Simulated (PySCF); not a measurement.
C3H7Br, SMILES BrC(C)C. Atoms are numbered in the order given.

```xyz
11

C      1.5613    -0.1261    -1.2727
C      0.9300     0.4098     0.0000
C      1.5613    -0.1261     1.2727
Br    -1.0185    -0.0252     0.0000
H      1.4981    -1.2245    -1.3110
H      2.6275     0.1585    -1.2990
H      1.0730     0.2810    -2.1692
H      0.9348     1.5083     0.0000
H      1.4981    -1.2245     1.3110
H      2.6275     0.1585     1.2990
H      1.0730     0.2810     2.1692
```
Charge 0, spin multiplicity 1.

Coordinates come from a B3LYP-D3(BJ)/def2-SVP optimisation.

Two levels are set side by side: PBE/pcSseg-1 (PySCF) and KT2/pcSseg-1 (PySCF). GIAO shifts against TMS (¹H), TMS (¹³C) at the same level; non-relativistic, no solvent, atoms listed together averaged. Without spin–orbit terms, shifts of atoms bonded to Cl or Br come out too high at both levels. Differences are taken from unrounded values.

| quantity | KT2 | PBE | PBE minus KT2 |
|---|---|---|---|
| δ(¹³C) of C1, C3 (ppm) | 33.5 | 33.4 | -0.2 |
| δ(¹³C) of C2 (ppm) | 63.0 | 64.7 | 1.7 |
| δ(¹H) of H8 (ppm) | 4.64 | 4.57 | -0.07 |

Rough cost on one machine, each run with all the roots and properties that it gave: KT2 against PBE within a factor of 2.
